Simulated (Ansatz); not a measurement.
The cluster In5Sn5⁻, 10 atoms. Hardware: 4 threads of Arm Neoverse V1 on a shared host.

In the def2 sets In, Sn take a core potential; there is no spin–orbit coupling. Correlated methods freeze 40 core orbitals; core or outer-core shells of In, Sn are correlated, in sets that lack core-valence functions.

Task: How many basis functions does each of these Ansatz runs have, and roughly what does it cost? PBE0-D4/def2-SVPD, charge -1 singlet, energy, from earlier orbitals; r2SCAN-D4/def2-SVP, charge -1 singlet, energy, from earlier orbitals; r2SCAN-D4/def2-SVP, charge -1 triplet at the geometry of the charge -1 singlet, energy, from earlier orbitals; PBE0-D4/def2-SVP, charge -1 singlet, energy and forces, from earlier orbitals; PBE-D4/def2-SVP, charge -1 singlet, relaxation, 33 steps; RPA@PBE/def2-SVPD, charge -1 singlet, energy, from earlier orbitals; PBE-D4/def2-SVP, charge -1 singlet, energy, from earlier orbitals; PBE-D4/def2-SVP, charge 0 doublet at the geometry of the charge -1 singlet, energy; PBE-D4/def2-SVP, charge -1 triplet at the geometry of the charge -1 singlet, energy; PBE-D4/def2-SVPD, charge -1 singlet, energy, from earlier orbitals.

Result: Other jobs shared the machine, so times can vary by a factor of up to 3.

```csv
run,functions,fitting or Cholesky vectors,wall time,peak host memory (GiB)
"PBE-D4/def2-SVP, charge -1 singlet, energy, from earlier orbitals",260,3035,11 s,0.74
"PBE-D4/def2-SVPD, charge -1 singlet, energy, from earlier orbitals",320,3530,18 s,1.1
"r2SCAN-D4/def2-SVP, charge -1 singlet, energy, from earlier orbitals",260,3035,27 s,0.83
"PBE-D4/def2-SVP, charge 0 doublet at the geometry of the charge -1 singlet, energy",260,3035,47 s,0.92
"PBE0-D4/def2-SVP, charge -1 singlet, energy and forces, from earlier orbitals",260,3405,49 s,2
"PBE0-D4/def2-SVPD, charge -1 singlet, energy, from earlier orbitals",320,4260,56 s,3.2
"PBE-D4/def2-SVP, charge -1 triplet at the geometry of the charge -1 singlet, energy",260,3035,74 s,1.8
"RPA@PBE/def2-SVPD, charge -1 singlet, energy, from earlier orbitals",320,4260,87 s,3.3
"r2SCAN-D4/def2-SVP, charge -1 triplet at the geometry of the charge -1 singlet, energy, from earlier orbitals",260,3035,3.1 min,2
"PBE-D4/def2-SVP, charge -1 singlet, relaxation, 33 steps",260,3035,5.5 min,0.77
```
